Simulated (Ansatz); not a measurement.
Basis-set extrapolation for C2H6AlClO (PBE0-D4/def2-TZVP geometry, frozen core, the Gaussian-basis code of Ansatz). Multiplicity 1, RHF reference.

|  | def2-TZVPP | def2-QZVPP |
| --- | --- | --- |
| HF | -855.613732 | -855.641091 |
| MP2 correlation | -0.836796 | -0.904229 |
| CCSD(T) correlation | -0.927193 | not run |

Energies in hartree. Use E(X) = E(∞) + A·exp(−7.88·√X) for Hartree–Fock and E(X) = E(∞) + B·X^(−2.97) for correlation, with X = 3 and 4, and add CCSD(T) minus MP2 of the smaller set to the MP2 limit.

Question: What is the CCSD(T) energy at the basis-set limit?

Answer: HF limit: -855.641091 + (-0.027359) × 0.13774 = -855.64486. MP2 limit: -0.904229 + (-0.067433) × 0.74074 = -0.95418. Higher-order term: -0.927193 − (-0.836796) = -0.09040. Total: -856.68944 hartree, 4.04 eV below CCSD(T)/def2-TZVPP.
